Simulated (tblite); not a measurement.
Compound: C5H11O2P.
Cartesian coordinates in Å at the GFN2-xTB level; atoms count from 1:
```
atom  x, y, z in Å
O1     3.1675    0.3332    0.5450
C2     2.1928   -0.6394    0.2623
P3     0.5414   -0.1602    1.0168
C4    -0.5569   -1.3531    0.0963
C5    -1.9760   -0.7803    0.0541
O6    -2.0722    0.4091   -0.6892
C7    -1.3727    1.4865   -0.1132
C8     0.1420    1.2778   -0.0968
H9     3.2835    0.3944    1.4998
H10    2.4901   -1.6275    0.6451
H11    2.1223   -0.6928   -0.8284
H12   -0.1887   -1.5014   -0.9228
H13   -0.5698   -2.3141    0.6142
H14   -2.6533   -1.4823   -0.4402
H15   -2.3340   -0.6099    1.0828
H16   -1.7333    1.6598    0.9142
H17   -1.6292    2.3550   -0.7259
H18    0.5030    1.0789   -1.1097
H19    0.6336    2.1756    0.2831
```

Level: GFN2-xTB in tblite, geometry and Hessian alike; calculated harmonic values, unscaled, isolated species. This tight-binding method is rough: wavenumbers can miss measured ones by several per cent, in bad cases by 10 to 20. One conformer, not necessarily the lowest.

Harmonic wavenumbers (cm⁻¹): 58.8, 106.8, 157.7, 205.8, 273.2, 282.0, 340.3, 358.6, 380.7, 402.3, 539.9, 678.3, 695.1, 717.0, 783.9, 830.6, 862.5, 932.8, 961.9, 978.2, 1015.7, 1046.5, 1063.2, 1090.9, 1107.7, 1137.7, 1143.9, 1182.6, 1229.3, 1249.5, 1256.5, 1290.4, 1309.5, 1331.6, 1344.3, 1420.1, 1427.3, 1437.7, 1459.7, 1463.8, 2843.3, 2845.7, 2852.1, 2932.2, 2939.9, 2946.2, 2959.0, 2961.4, 2970.5, 2973.0, 3539.8.

A = 3498, B = 1114, C = 939.3 MHz; mass 134.050 u (most abundant isotopes); point group C1, symmetry number 1.

Task: What is the zero-point energy?

Result: Half the sum of the wavenumbers: 34159 cm⁻¹ = 408.63 kJ/mol.

Task: What is S at 350 K and 1 bar for an ideal gas of classical rigid rotors and harmonic oscillators?

Result: Translation 173.28, rotation 122.77, vibration 117.09: S = 413.1 J/(mol K).

Task: And Cp and H(350 K) − H(0)?

Result: Cp = 172.50 J/(mol K), of which vibrations give 139.25 (their classical limit is 51 R = 424.0); H(350 K) − H(0) = 34.50 kJ/mol without the zero-point energy, 22.86 from vibrations.

Task: How do the functions run with temperature in this model?

Result: 
```csv
T (K),S (J/(mol K)),Cp (J/(mol K)),H − H(0) (kJ/mol),G − H(0) (kJ/mol),ln q(vib)
150,308.7,88.0,8.68,-37.64,1.96
250,362.9,128.4,19.46,-71.28,4.03
298.15,387.4,149.6,26.15,-89.34,5.08
400,437.6,193.6,43.66,-131.37,7.36
600,529.9,261.8,89.64,-228.27,12.00
900,649.3,326.1,178.67,-405.70,18.83
```

q(vib) and H(0) count from the zero-point level.

Task: Which modes carry the vibrational entropy at 350 K?

Result: 58.8 cm⁻¹: 20.14; 106.8 cm⁻¹: 15.23; 157.7 cm⁻¹: 12.06; 205.8 cm⁻¹: 9.95; 273.2 cm⁻¹: 7.77; 282.0 cm⁻¹: 7.54 J/(mol K); the other 45 give 44.40 together.

Task: Blend soft modes into free rotors: weight 1/[1 + (100 cm⁻¹/ν̃)⁴] for the oscillator and the rest for a rotor with moment μB/(μ + B), μ = h/(8π²ν), B = 10⁻⁴⁴ kg m². What vibrational entropy results?

Result: 110.94 J/(mol K) in place of 117.09, which changes −T·S at 350 K by +2.15 kJ/mol.

Task: What must be added to the electronic energy to get the Gibbs energy at 350 K and 1 bar?

Result: ZPE + [H(350 K) − H(0)] − T·S = 408.63 + 34.50 − 144.60 = 298.53 kJ/mol.

Hindered rotation and anharmonicity are outside this model. Other conformers, if any are populated, would add a mixing term that is left out. The structure is chiral; the term R ln 2 for an equal mix with its mirror image is left out.
